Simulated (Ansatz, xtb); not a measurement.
## Isomers of C6H4BrF in order of energy

3 gas-phase structures of C6H4BrF, from a drawn sample of its isomers (lower ones may exist). Each was relaxed with GFN2-xTB:

A. `Fc1cccc(Br)c1`, a singlet
B. `Fc1ccccc1Br`, a singlet
C. `Fc1ccc(Br)cc1`, a singlet

Task: Make a reasoned guess at their ranking by r2SCAN-D4/def2-SVP single-point energy.

Result: Calculated order at r2SCAN-D4/def2-SVP: A (0.0), C (0.3), B (1.4) kcal/mol. Less than 1 kcal/mol parts A and C, so the order within that pair means little.

Energies above the lowest of each column, in kcal/mol; the last columns are at B3LYP/def2-SVP geometries:

```csv
structure,GFN2-xTB,HF/STO-3G,r2SCAN-D4/def2-SVP,B3LYP/def2-SVP,CCSD(T)/def2-SVP + ΔMP2/def2-TZVPP
A,0.1,0.0,0.0,0.0,0.0
C,0.0,0.1,0.3,0.1,0.1
B,2.9,0.4,1.4,1.4,1.6
```

Every level run on A puts it lowest or level with the lowest. ΔMP2 is the change of the MP2 energy from the smaller to the larger basis.

Programs: Ansatz 0.2.0, xtb 6.7.1.
